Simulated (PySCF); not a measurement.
1,2-difluorocyclobutene (C₄H₄F₂), SMILES FC1=C(F)CC1.

Geometry: B3LYP-D3(BJ)/def2-SVP.

The numbers are results of TDDFT-PBE/def2-SVPD in PySCF, not measurements.

Vertical excitations. Gas-phase values at a fixed geometry. State labels are in the subgroup C2v.

| state | symmetry | energy (eV) | λ (nm) | f | main pairs |
|---|---|---|---|---|---|
| S1 | B2 | 5.88 | 211 | 0.000 | HOMO→LUMO+1 99 % |
| S2 | B2 | 6.27 | 198 | 0.025 | HOMO→LUMO+2 99 % |
| S3 | A2 | 6.43 | 193 | 0.000 | HOMO→LUMO+3 100 % |
| S4 | B1 | 7.27 | 171 | 0.200 | HOMO→LUMO 93 % |
| S5 | A1 | 7.39 | 168 | 0.047 | HOMO→LUMO+4 99 % |
| S6 | A2 | 7.94 | 156 | 0.000 | HOMO→LUMO+5 100 % |
| S7 | B2 | 8.00 | 155 | 0.000 | HOMO→LUMO+6 97 % |
| S8 | A2 | 8.28 | 150 | 0.000 | HOMO−1→LUMO 100 % |
| S9 | A1 | 8.48 | 146 | 0.009 | HOMO−1→LUMO+1 99 % |
| S10 | B2 | 8.50 | 146 | 0.004 | HOMO→LUMO+7 96 % |
| T1 | B1 | 4.64 | 267 | 0 | HOMO→LUMO 99 % |
| T2 | B2 | 5.68 | 218 | 0 | HOMO→LUMO+1 98 % |
| T3 | B2 | 6.10 | 203 | 0 | HOMO→LUMO+2 98 % |
| T4 | A2 | 6.36 | 195 | 0 | HOMO→LUMO+3 100 % |
Triplets are in the Tamm–Dancoff approximation, which puts them higher than full response would, so one can lie above its singlet here.
